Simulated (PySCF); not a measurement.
## Bond curve of CsCl⁺

Set-up: basis Cs def2-SVP with ECP46, Cl def2-SVP; scalar-relativistic core potentials; PySCF 2.14. Energies in eV from Cs⁺ + Cl in their ground configurations at the same level. State: ²Π (doublet), unpaired electrons π ↑.

| R (Å) | revPBE |
| --- | --- |
| 3.134 | -0.0470 |
| 3.280 | -0.1477 |
| 3.425 | -0.2026 |
| 3.535 | -0.2242 |
| 3.644 | -0.2346 |
| 3.753 | -0.2369 |
| 3.899 | -0.2318 |
| 4.081 | -0.2171 |
| 4.300 | -0.1939 |
| 4.591 | -0.1619 |

**Question.** Put a parabola through the three lowest points of the revPBE curve and estimate Re, k and ωe (reduced mass 27.68 u; 1 eV/Å² = 0.16022 mdyn/Å; ωe = 1302.8·√(k/μ) cm⁻¹).

**Answer.** Through R = 3.644, 3.753, 3.899 Å the second-order coefficient is 0.220 eV/Å², so Re ≈ 3.747 Å, k ≈ 0.0704 mdyn/Å and ωe ≈ 66 cm⁻¹. A polynomial fit of higher order to the unrounded revPBE energies gives Re = 3.740 Å, k = 0.0777 mdyn/Å, ωe = 69.0 cm⁻¹; anharmonicity and rounding make the difference.

The higher-order fit for each curve: revPBE: Re = 3.740 Å, ωe = 69.0 cm⁻¹, De = 0.237 eV.

The bond is weak. Basis-set superposition, not corrected here, can be much of De in a small basis, most of all at correlated wavefunction levels. These are scalar-relativistic numbers at best; spin–orbit coupling would shift them, the dissociation energy most. For an ion De counts to the pair picked by the measured ionisation energies or electron affinities, which need not be the lowest pair at this level. The state was picked by a PBE0 search and need not be the measured ground state.
